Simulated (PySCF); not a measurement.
UHF on B (boron, neutral)

Configuration: [He] 2s1 2p1 3s1, high-spin 4P determinant (an excited configuration). All numbers are calculated (PySCF 2.14, scalar relativity by spin-free X2C-1e, in aug-cc-pCVQZ-DK).

* Total energy: -24.244383 hartree
* One-electron energy: -31.0727 hartree
* Hartree (Coulomb) energy: 10.5268 hartree
* Exchange energy: -3.6985 hartree
* ⟨S²⟩: 3.7500
* ⟨L²⟩: 2.030
* Sum of ⟨r⟩: 10.20 bohr
* Sum of ⟨r²⟩: 47.41 bohr²
* Traceless quadrupole moment −½Σ⟨3z² − r²⟩ along its main axis: -0.268 e·bohr²
* Langevin diamagnetic susceptibility: -37.5 ×10⁻⁶ cm³/mol

| shell | electrons | mean orbital energy (hartree) | rms radius, mean of both spins (bohr) |
| --- | --- | --- | --- |
| 1s α | 1 | -8.00238 | 0.379 |
| 1s β | 1 | -7.92543 | 0.379 |
| 2s α | 1 | -0.80216 | 1.91 |
| 2p α | 1 | -0.57046 | 2.01 |
| 3s α | 1 | -0.11564 | 6.28 |

The outer electron is Rydberg-like, and this basis confines it to a smaller radius and binds it less than a complete one would.

Spin-orbit constants ζ (cm⁻¹) from the X2C one-electron operator on these orbitals: bare nucleus, nucleus screened by l(l+1)(2l+1)/3 electrons, and screened by the Breit-Pauli mean field of the electrons.

| shell | bare | screened nucleus | mean field |
| --- | --- | --- | --- |
| 2p | 32.14 | 19.28 | 14.62 |

To first order the Landé constant is A = 4.873 cm⁻¹, so the lowest level has J = 1/2 and lies 0.00151 eV below the centre of the term. This holds in LS coupling only.
